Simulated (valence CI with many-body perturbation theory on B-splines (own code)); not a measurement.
The numbers below are computed, except where a source is named.
**Tl³⁰⁺: magnetic and hyperfine properties of the levels**

Method: valence CI with perturbative core correlation (CI+MBPT): five valence electrons over a frozen Dirac-Fock core [Kr] 4d10, radial functions for each j: 7 s, 7 p, 7 d, 7 f, 4 g, 2 h, with the one-electron correlation potential Σ1, the two-electron term Σ2, the three-electron term Σ3, Breit, model QED; selected CI, second order for the rest, scaled by the run's own slope (own B-spline code, finite nucleus).

No measured spectrum was set against this ion. As an estimate, large intervals hold to a few tenths of a per cent, small ones and those within an open d or f shell to about a per cent. Core correlation moves these levels by up to 5800 cm⁻¹, and in measured spectra 5 to 20 % of such shifts remained as error; rates that hang on mixing are uncertain with them. Among the levels kept, up to 780 cm⁻¹ of a level comes from second order outside the variational space, and about a tenth of that is noise between levels of different J, which matters for small intervals. Only levels of the ground parity were solved; by the run's estimate the other parity begins above the list, which can be wrong where configurations are misplaced.

A/g_I is the dipole constant over the nuclear g factor μ/I (μ in nuclear magnetons, uniformly magnetised nucleus), B/Q the quadrupole constant per barn. Both hold the static response of the core; the bare values leave it out. Large factors of s and p1/2 electrons are usually good to 5 to 10 %; those of open d and f shells near neutrality can be off by tens of per cent, and small factors of p3/2, d and f electrons come from cancelling terms and can be off by a factor of two or in sign, in half-filled shells by more. B is blank for J = 1/2, where it vanishes, and for nearly pure S terms. Energies count from the lowest level.

Levels are named by their leading jj configuration (3d3/2^4 stands for four electrons in 3d with j = 3/2), which in mixed levels can hold well under half, so a name can repeat and another be missing. Letters in brackets count levels of one name in rising energy.

```tsv
Level	E (cm⁻¹)	g	A/g_I (MHz)	A/g_I bare	B/Q (MHz/b)	B/Q bare
(4f5/2^5) J=5/2	0.0	0.529	7590	6730	-5870	-5290
(4f5/2^4 4f7/2) J=7/2	25665	0.890	4950	4810	-4960	-4480
(4f5/2^4 4f7/2) J=5/2	38250	1.021	4780	5000	-2950	-2630
(4f5/2^4 4f7/2) J=3/2 [a]	41249	0.915	5870	5930	-1310	-1150
(4f5/2^3 4f7/2^2) J=9/2 [a]	44329	1.055	3970	4190	-4460	-4040
(4f5/2^4 4f7/2) J=1/2	45306	-0.429	16600	14200		
(4f5/2^3 4f7/2^2) J=11/2 [a]	56820	1.127	3700	4090	-3980	-3640
(4f5/2^3 4f7/2^2) J=7/2 [a]	59060	1.263	2590	3230	-181	-197
(4f5/2^4 4f7/2) J=15/2	62105	1.053	4370	4630	-246	-352
(4f5/2^4 4f7/2) J=13/2	64615	1.137	3770	4210	-3510	-3250
(4f5/2^4 4f7/2) J=9/2 [a]	74323	1.303	2400	3140	2420	2110
(4f5/2^3 4f7/2^2) J=5/2 [a]	80043	1.037	4360	4570	-2840	-2570
(4f5/2^3 4f7/2^2) J=15/2 [a]	86983	1.085	3900	4200	-1710	-1630
(4f5/2^4 4f7/2) J=11/2	87002	1.242	2880	3500	3760	3310
(4f5/2^3 4f7/2^2) J=3/2 [a]	90079	0.634	7090	6480	-63.2	-78.6
(4f5/2^3 4f7/2^2) J=9/2 [b]	90437	0.895	4820	4690	-2670	-2400
(4f5/2^3 4f7/2^2) J=13/2 [a]	92618	0.986	4450	4530	-1520	-1410
(4f5/2^3 4f7/2^2) J=11/2 [b]	93466	1.032	4090	4260	-839	-781
(4f5/2^3 4f7/2^2) J=5/2 [b]	93831	1.298	2620	3370	-3510	-3150
(4f5/2^3 4f7/2^2) J=7/2 [b]	102660	1.028	4400	4600	-2810	-2560
(4f5/2^3 4f7/2^2) J=17/2 [a]	103770	1.011	4360	4500	4480	3960
(4f5/2^3 4f7/2^2) J=1/2	104070	0.395	12700	12100		
(4f5/2^3 4f7/2^2) J=3/2 [b]	108220	1.915	-3120	-1300	1400	1230
(4f5/2^3 4f7/2^2) J=7/2 [c]	115490	0.886	4900	4750	1120	1040
(4f5/2^3 4f7/2^2) J=9/2 [c]	116370	1.053	4200	4450	-1100	-1020
(4f5/2^3 4f7/2^2) J=15/2 [b]	116660	1.000	4470	4590	98.7	78.6
(4f5/2^3 4f7/2^2) J=19/2	118520	1.053	4150	4390	5770	5100
(4f5/2^4 4f7/2) J=9/2 [b]	119680	1.026	4080	4230	3240	2880
(4f5/2^3 4f7/2^2) J=11/2 [c]	121740	1.094	3880	4210	977	857
(4f5/2^3 4f7/2^2) J=5/2 [c]	123680	0.853	6080	5970	1170	1020
(4f5/2^3 4f7/2^2) J=21/2	123750	1.070	4130	4410	7320	6480
(4f5/2^3 4f7/2^2) J=13/2 [b]	124470	0.956	4770	4810	-2580	-2280
(4f5/2^3 4f7/2^2) J=17/2 [b]	126760	1.016	4510	4690	-253	-229
(4f5/2^2 4f7/2^3) J=15/2	129770	1.091	3680	3960	-263	-289
(4f5/2^3 4f7/2^2) J=7/2 [d]	130520	1.422	1190	2130	2070	1820
(4f5/2^3 4f7/2^2) J=13/2 [c]	130580	1.089	4030	4360	1190	1020
(4f5/2^3 4f7/2^2) J=5/2 [d]	131250	1.307	2310	3060	-629	-554
(4f5/2^4 4f7/2) J=3/2 [b]	135560	1.255	1110	1560	2480	2220
(4f5/2^2 4f7/2^3) J=11/2	135980	0.973	4180	4190	-1370	-1200
(4f5/2^2 4f7/2^3) J=13/2	137840	1.046	3920	4110	-2030	-1820
```

**Question.** Take the isotope of mass number 205, with I = 1/2, μ = 1.632 μN. What is the hyperfine structure of (4f5/2^3 4f7/2^2) J=9/2 [a]?

**Answer.** From the table A = 13000 MHz. Shifts from the centre of gravity in MHz: F = 4: -35800, F = 5: 29200.
